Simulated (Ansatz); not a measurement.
Isolated molecules relaxed with PBE0-D4/def2-TZVP in Ansatz; ΔE leaves out vibrations. CBS: MP2 limit from def2 TZ/QZ plus the TZ coupled-cluster correction, frozen cores. Functionals use def2-TZVPP. Elements past krypton have def2 core potentials. For Sn outer-core shells are correlated without core-valence functions, which leaves a few kJ/mol of doubt a bond. One conformer a species, not always the lowest.

Reaction (redistribution): `[Cl][Sn][Cl]` + `OB([SiH3])Cl` → `[OH][Sn][Cl]` + `[SiH3]B(Cl)Cl`

| level | ΔE (kJ/mol) |
| --- | --- |
| r2SCAN0-D4 | 128.0 |
| CAM-B3LYP-D4 | 128.0 |

(1) What does CCSD(T)/CBS give? (Best estimate.)

Largest T1 diagnostic among the species: 0.017.

## Answers

(1) Computed: +118.5 kJ/mol. The listed levels differ from it by 9.5, 9.5 kJ/mol.

From PBE to PBE0 (25 % exact exchange), in def2-TZVPP and without D4, ΔE moves by +7.4 kJ/mol. Leaving LDA and LC-ωPBE aside and taking each functional with its dispersion term where it has one, the values, not all of them listed here, spread over 19.7 kJ/mol, from revPBE-D4 to BHLYP-D4. LDA lies +3.4 kJ/mol from PBE without D4. At CCSD(T), def2-SVP lies +14.1 kJ/mol from the extrapolated value and def2-TZVPP −0.3 kJ/mol.
